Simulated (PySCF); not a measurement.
C₄H₁₀O₂Zn₂, SMILES [CH3][Zn][O]CC[O][Zn][CH3].

The structure is a stationary point at B3LYP-D3(BJ)/def2-SVP. Other conformers were not sampled.

Two levels are set side by side: TDA-PBE/def2-SVP (PySCF) and TDA-M06-2X/def2-SVP (PySCF). Vertical, same geometry. The lowest singlet is HOMO→LUMO 100 % with PBE and HOMO→LUMO 83 % with the other functional; states are paired by order. Differences are taken from unrounded values.

```csv
quantity,TDA-M06-2X
lowest singlet excitation (eV),5.42
lowest triplet excitation (TDA) (eV),5.29
```

**Question.** What does TDA-PBE give, and how far is it from TDA-M06-2X? (The exact figures need the calculation; the answer reports its results.)

**Answer.** 
| quantity | TDA-PBE | TDA-PBE minus TDA-M06-2X |
|---|---|---|
| lowest singlet excitation (eV) | 3.15 | -2.27 |
| lowest triplet excitation (TDA) (eV) | 3.10 | -2.19 |

A lower first singlet is the usual sign of a functional without exact exchange. Differences between two approximate levels are no errors against the true value.

Rough cost on one machine, each run with all the roots and properties that it gave: TDA-M06-2X against TDA-PBE about 6 times.
